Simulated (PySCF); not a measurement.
1-chloro-2-fluorocyclobutene (C₄H₄ClF), SMILES FC1=C(Cl)CC1.

Coordinates come from a PBE-D3(BJ)/def2-SVP optimisation.

The numbers are results of PBE-D3(BJ)/def2-SVP (PySCF 2.14.0), not measurements.

Frequencies are harmonic and unscaled.

```json
[
 {"mode": "1", "ν (cm⁻¹)": "196", "IR (km/mol)": "0.8", "moving atoms (share of kinetic energy)": "C 46 %, H 42 %, Cl 8 %"},
 {"mode": "2", "ν (cm⁻¹)": "197", "IR (km/mol)": "1.1", "moving atoms (share of kinetic energy)": "F 46 %, Cl 32 %, C 19 %"},
 {"mode": "3", "ν (cm⁻¹)": "267", "IR (km/mol)": "2.7", "moving atoms (share of kinetic energy)": "C 61 %, H 23 %, F 14 %"},
 {"mode": "4", "ν (cm⁻¹)": "393", "IR (km/mol)": "2.7", "moving atoms (share of kinetic energy)": "C 39 %, Cl 28 %, F 17 %, H 15 %"},
 {"mode": "5", "ν (cm⁻¹)": "516", "IR (km/mol)": "0.2", "moving atoms (share of kinetic energy)": "C 77 %, H 18 %"},
 {"mode": "6", "ν (cm⁻¹)": "560", "IR (km/mol)": "13.0", "moving atoms (share of kinetic energy)": "C 56 %, Cl 30 %, H 8 %"},
 {"mode": "7", "ν (cm⁻¹)": "675", "IR (km/mol)": "15.4", "moving atoms (share of kinetic energy)": "C 50 %, F 42 %"},
 {"mode": "8", "ν (cm⁻¹)": "820", "IR (km/mol)": "1.1", "moving atoms (share of kinetic energy)": "H 86 %, C 14 %"},
 {"mode": "9", "ν (cm⁻¹)": "892", "IR (km/mol)": "4.7", "moving atoms (share of kinetic energy)": "C 68 %, H 31 %"},
 {"mode": "10", "ν (cm⁻¹)": "996", "IR (km/mol)": "0.1", "moving atoms (share of kinetic energy)": "H 57 %, C 43 %"},
 {"mode": "11", "ν (cm⁻¹)": "1016", "IR (km/mol)": "87.8", "moving atoms (share of kinetic energy)": "C 78 %, H 10 %, F 10 %"},
 {"mode": "12", "ν (cm⁻¹)": "1047", "IR (km/mol)": "0.0", "moving atoms (share of kinetic energy)": "H 85 %, C 15 %"},
 {"mode": "13", "ν (cm⁻¹)": "1098", "IR (km/mol)": "20.0", "moving atoms (share of kinetic energy)": "C 62 %, H 36 %"},
 {"mode": "14", "ν (cm⁻¹)": "1104", "IR (km/mol)": "0.1", "moving atoms (share of kinetic energy)": "H 86 %, C 14 %"},
 {"mode": "15", "ν (cm⁻¹)": "1130", "IR (km/mol)": "9.8", "moving atoms (share of kinetic energy)": "H 62 %, C 37 %"},
 {"mode": "16", "ν (cm⁻¹)": "1198", "IR (km/mol)": "19.8", "moving atoms (share of kinetic energy)": "C 61 %, H 36 %"},
 {"mode": "17", "ν (cm⁻¹)": "1308", "IR (km/mol)": "141.7", "moving atoms (share of kinetic energy)": "C 80 %, H 11 %, F 9 %"},
 {"mode": "18", "ν (cm⁻¹)": "1394", "IR (km/mol)": "0.0", "moving atoms (share of kinetic energy)": "H 92 %, C 8 %"},
 {"mode": "19", "ν (cm⁻¹)": "1418", "IR (km/mol)": "0.4", "moving atoms (share of kinetic energy)": "H 83 %, C 17 %"},
 {"mode": "20", "ν (cm⁻¹)": "1730", "IR (km/mol)": "109.5", "moving atoms (share of kinetic energy)": "C 95 %"},
 {"mode": "21", "ν (cm⁻¹)": "2984", "IR (km/mol)": "29.8", "moving atoms (share of kinetic energy)": "H 95 %"},
 {"mode": "22", "ν (cm⁻¹)": "2991", "IR (km/mol)": "28.3", "moving atoms (share of kinetic energy)": "H 95 %"},
 {"mode": "23", "ν (cm⁻¹)": "3043", "IR (km/mol)": "3.3", "moving atoms (share of kinetic energy)": "H 90 %, C 10 %"},
 {"mode": "24", "ν (cm⁻¹)": "3054", "IR (km/mol)": "20.2", "moving atoms (share of kinetic energy)": "H 90 %, C 10 %"}
]
```
